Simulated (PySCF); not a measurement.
Isomers of C4H6OSSi, one GFN2-xTB conformer each. Single-point energies are computed at PBE0/pcSseg-1 (PySCF, gas phase, no added dispersion term), electronic only.

**Question.** Rank them by PBE0/pcSseg-1 energy, lowest first (kJ/mol).
A. `[SiH3:1][O:2][c:3]1[cH:4][cH:5][cH:6][s:7]1` with Si1–O2–C3–C4 -174°
B. `[SiH3:1][S:2][c:3]1[cH:4][cH:5][cH:6][o:7]1` with Si1–S2–C3–C4 -179°

**Answer.** A (0.0), B (33.1).

As drawn, the lower has an Si–O bond, which the higher lacks. GFN2-xTB itself gives, in the same order: 0.0, 66.3. Both levels put the same isomer lowest.

**Question.** Which frontier levels, dipoles and rotational constants go with these structures?

**Answer.** 
| SMILES | HOMO (eV, PBE0/pcSseg-1) | LUMO (eV) | dipole (D) | A, B, C (MHz) |
| --- | --- | --- | --- | --- |
| [SiH3]Oc1cccs1 | -6.26 | -0.32 | 0.63 | 4813, 1222, 986.1 |
| [SiH3]Sc1ccco1 | -6.00 | 0.08 | 1.43 | 4249, 1310, 1013 |
